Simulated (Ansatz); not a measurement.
How methods differ on GeH2ClO (SMILES [O][GeH2][Cl])

The species is GeH2ClO (5 atoms), meant as a doublet with charge 0. As SMILES, `[O][GeH2][Cl]`. The shape was relaxed beforehand at wB97X-V/def2-SVP.

```xyz
5

O    -0.2737   -0.5918    1.6273
Ge    0.1245   -0.0804   -0.0374
Cl   -1.3520    1.2934   -0.7787
H     0.0855   -1.3433   -0.8973
H     1.4655    0.6483    0.0447
```

Quantity: the dissociation energy of the Cl3–Ge2 bond into doublet Cl and singlet GeH2O (shapes relaxed at wB97X-V/def2-SVP, no zero-point term), in eV. The values are calculated.

```
               level                    kind  program  value (eV)  CPU time (all runs)
      UHF/def2-TZVPP            Hartree–Fock   Ansatz        2.98                 17 s
     UPBE/def2-TZVPP                     GGA   Ansatz        2.25                8.6 s
 U-r2SCAN/def2-TZVPP                meta-GGA   Ansatz        2.54                 16 s
   UB3LYP/def2-TZVPP           global hybrid   Ansatz        2.25                 13 s
 UPBE0-D4/def2-TZVPP           global hybrid   Ansatz        2.56                 14 s
U-wB97M-V/def2-TZVPP  range-separated hybrid   Ansatz        2.49                 36 s
     UMP2/def2-TZVPP     perturbation theory   Ansatz        2.01                 13 s
```

All-electron rows without a relativistic Hamiltonian named are non-relativistic. The values span 2.01 to 2.98 eV. A fragment with an even electron count was run as a singlet and may have a lower triplet. Measured bond enthalpies also hold zero-point and thermal terms, a few tenths of an eV less. In the correlated wave-function rows the outer d shell of Ge is correlated, in sets not made for it. In so small a basis fixed costs decide the times, and correlated methods can beat functionals. Times are those of the runs behind each value, whatever else they computed, on shared processors of several kinds: orders of magnitude only.
